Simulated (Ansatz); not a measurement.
Computed with Ansatz on PBE0-D4/def2-TZVP structures; ΔE is electronic, products minus reactants. CBS: MP2 limit from def2 TZ/QZ plus the TZ coupled-cluster correction, frozen cores. DFT in def2-TZVPP. B3LYP here is the variant with VWN-RPA as its local correlation; programs differ in this. For Ge outer-core shells are correlated without core-valence functions, which leaves a few kJ/mol of doubt a bond. Scalar relativity is left out up to krypton. Each species was taken in one conformer, which may not be the lowest.

Consider the ligand exchange at the Si–S bond: `O[SiH2]S[Si](O)(O)O` + `C[NH][GeH3]` → `C[N]([GeH3])[SiH2]O` + `O[Si](O)(O)S`.

`O[SiH2]S[Si](O)(O)O`:

Cartesian coordinates in Å:
```
O 0.845 -0.856 -1.542
Si 0.500 0.731 -1.830
S -0.185 1.695 -0.046
Si -0.499 -0.085 1.100
O -1.144 0.352 2.524
O 0.947 -0.809 1.389
O -1.452 -1.166 0.355
H 1.382 -1.048 -0.764
H 1.680 1.493 -2.306
H -0.556 0.708 -2.866
H -1.976 0.826 2.521
H 1.565 -0.317 1.934
H -1.107 -1.524 -0.469
```

`C[NH][GeH3]`:

```xyz
10

C    -0.927    0.765    0.724
N     0.452    0.483    0.374
Ge    0.774   -0.797   -0.905
H    -0.981    1.645    1.371
H    -1.451   -0.059    1.232
H    -1.493    1.001   -0.182
H     1.029    0.368    1.195
H     2.298   -0.940   -1.030
H     0.147   -0.292   -2.215
H     0.151   -2.174   -0.564
```

`C[N]([GeH3])[SiH2]O`:

Z-matrix (Å, degrees):
```
C
N 1 1.455
H 1 1.096 2 111.3
H 1 1.094 2 110.4 3 -118.7
H 1 1.098 2 112.8 3 120.9
Ge 2 1.845 1 115.3 3 -53.4
Si 2 1.711 1 121.1 3 136.8
H 6 1.533 2 107.9 1 179.0
H 6 1.541 2 107.9 1 58.3
H 6 1.542 2 109.9 1 -60.0
O 7 1.650 2 116.7 1 88.3
H 7 1.479 2 108.5 1 -155.5
H 7 1.490 2 106.0 1 -33.2
H 11 0.958 7 118.0 2 -71.7
```

`O[Si](O)(O)S`:

```xyz
9

O    -1.077    0.874    0.805
Si    0.032   -0.065    0.069
O    -0.779   -1.365   -0.489
O     1.221   -0.641    1.031
S     0.990    1.134   -1.399
H    -1.821    0.415    1.200
H    -0.261   -2.090   -0.842
H     1.842   -0.006    1.392
H    -0.148    1.745   -1.767
```

```json
{"level": "PBE-D4", "ΔE (eV)": "0.15"}
{"level": "PBE0-D4", "ΔE (eV)": "0.13"}
{"level": "B3LYP-D4", "ΔE (eV)": "0.05"}
{"level": "ωB97M-V", "ΔE (eV)": "0.06"}
{"level": "SCS-MP2/def2-TZVPP", "ΔE (eV)": "-0.04"}
{"level": "CCSD/def2-TZVPP", "ΔE (eV)": "-0.04"}
{"level": "CCSD(T)/def2-TZVPP", "ΔE (eV)": "-0.01"}
{"level": "HF/def2-QZVPP", "ΔE (eV)": "-0.10"}
```

Q: What does CCSD(T)/CBS give? (An estimate is asked.)

A: Ansatz gave: +0.02 eV. The listed levels differ from it by 0.13, 0.11, 0.03, 0.04, -0.06, -0.06, -0.03, -0.12 eV.

Largest T1 diagnostic among the species: 0.012.

In def2-TZVPP, CCSD(T) changes the Hartree–Fock value by +0.07 eV (the triples alone add +0.03 eV) and MP2 by +0.09 eV. The D4 term adds +0.05 eV with B3LYP and +0.03 eV with PBE0; it sums over pairs of atoms, weighted by their polarisabilities, and B3LYP, whose exchange is more repulsive, gets the larger term.
